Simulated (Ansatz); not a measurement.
B8⁻. Charge -1, multiplicity 2. Geometry PBE-D4/def2-SVPD.

```xyz
8

B     0.421    1.744    0.220
B    -0.637    1.401   -0.910
B    -0.001    0.000    0.000
B     1.165    0.777    1.177
B    -1.217   -0.002   -1.346
B     1.029   -0.775    1.253
B    -0.879   -1.399   -0.775
B     0.119   -1.747    0.381
```

HSE06 is defined as in plane-wave codes, on full-range PBE exchange. The structure comes from a short search, and lower isomers may exist.

Question: Estimate the α-spin orbital energies around the gap (eV) in Ansatz with PBE-D4/def2-TZVPD, r2SCAN-D4/def2-TZVPD, B97M-V/def2-TZVPD, PBE0-D4/def2-TZVPD, HSE06-D4/def2-TZVPD.

Answer: 
| orbital | PBE-D4/def2-TZVPD | r2SCAN-D4/def2-TZVPD | B97M-V/def2-TZVPD | PBE0-D4/def2-TZVPD | HSE06-D4/def2-TZVPD |
| --- | --- | --- | --- | --- | --- |
| HOMO−9 | -5.67 | -6.20 | -6.29 | -7.29 | -6.87 |
| HOMO−8 | -5.67 | -6.20 | -6.29 | -7.28 | -6.87 |
| HOMO−7 | -3.80 | -4.13 | -4.12 | -5.06 | -4.65 |
| HOMO−6 | -3.78 | -4.12 | -3.95 | -5.00 | -4.58 |
| HOMO−5 | -3.15 | -3.44 | -3.52 | -4.49 | -4.09 |
| HOMO−4 | -3.15 | -3.44 | -3.52 | -4.49 | -4.09 |
| HOMO−3 | -2.23 | -2.41 | -2.38 | -3.18 | -2.79 |
| HOMO−2 | -2.07 | -2.24 | -2.17 | -2.96 | -2.57 |
| HOMO−1 | -1.09 | -1.37 | -1.12 | -1.91 | -1.53 |
| HOMO | -0.71 | -0.81 | -0.71 | -1.42 | -1.05 |
| LUMO | 2.26 | 2.53 | 2.45 | 2.92 | 2.60 |
| LUMO+1 | 2.27 | 2.53 | 2.46 | 2.92 | 2.60 |
| LUMO+2 | 2.77 | 2.90 | 2.84 | 3.26 | 3.01 |
| LUMO+3 | 2.78 | 2.93 | 3.00 | 3.47 | 3.11 |
| LUMO+4 | 2.79 | 3.06 | 3.03 | 3.49 | 3.13 |
| LUMO+5 | 2.80 | 3.06 | 3.07 | 3.53 | 3.27 |
| β HOMO | -0.56 | -0.65 | -0.53 | -1.26 | -0.88 |
| β LUMO | -0.34 | -0.08 | -0.06 | 0.49 | 0.11 |
